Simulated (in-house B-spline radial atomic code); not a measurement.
**Be: [He] 2s2**

Level of theory: non-relativistic BHandHLYP, spin-polarised, spherical fractional occupations, point nucleus; calculated with an all-electron radial atomic-structure program (B-spline basis).

Screening seen three ways: the hydrogenic charge with the same mean radius, Z_r = [3n² - l(l+1)]/(2<r>), the one with the same energy, Z_e = n√(-2ε), and Slater's rules. Values are occupation-weighted means over spin.

```csv
shell,electrons,ε (eV),<r> (bohr),Z_r,Z_e,Slater
1s,2,-118.07,0.418,3.59,2.95,3.70
2s,2,-7.2336,2.609,2.30,1.46,1.95
```

The least bound orbital is 2s at -7.234 eV, and it is also the most diffuse (<r> = 2.609 bohr).

The density falls to 0.001 bohr⁻³ at 4.14 bohr; Σ<r²> = 16.852 bohr² gives, by the non-relativistic formula and without the paramagnetism of open shells, a Langevin diamagnetic susceptibility of -13.35×10⁻⁶ cm³/mol.
